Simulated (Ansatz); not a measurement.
**Strength of the Ge–C bond: C2H6Ge2 → GeH3(CC) + GeH3**

Species: C2H6Ge2 `[GeH3][C]#[C][GeH3]`, singlet; GeH3(CC), doublet; GeH3 `[GeH3]`, doublet. 

Shapes, held fixed at every level: PBE0-D4/def2-TZVP. Programs: Ansatz 0.2.0. Electronic energies: no zero-point or thermal term.

(1) Estimate ΔE of this reaction.

## Answers

(1) B2PLYP/def2-TZVPP gives ΔE = +492.1 kJ/mol; the levels span +365.0 to +541.6. The median of the levels is +488.4. Hartree–Fock misses the correlation of the pair that is broken and comes out low. No measured value is set beside it here. Spin contamination: GeH3(CC) (⟨S²⟩ up to 1.14). Open shells run unrestricted unless RO is named. Relativity is left out for Ge unless named. Correlated rows may include outer-core shells of Ge, which these sets cover unevenly. Times are processor times on shared x86 and Arm servers, and rough.

```
              level                    kind  ΔE (kJ/mol)  CPU time (sum over the molecules)
        HF/def2-SVP            Hartree–Fock       +365.0                                  –
   SPW92/def2-TZVPP                     LDA       +541.6                              9.6 s
  PBE-D4/def2-TZVPP                     GGA       +487.5                               21 s
B3LYP-D4/def2-TZVPP           global hybrid       +485.8                               35 s
BHLYP-D4/def2-TZVPP           global hybrid       +486.5                               33 s
 PBE0-D4/def2-TZVPP           global hybrid       +489.2                               25 s
 wB97M-V/def2-TZVPP  range-separated hybrid       +501.1                              2 min
  B2PLYP/def2-TZVPP           double hybrid       +492.1                               38 s
```
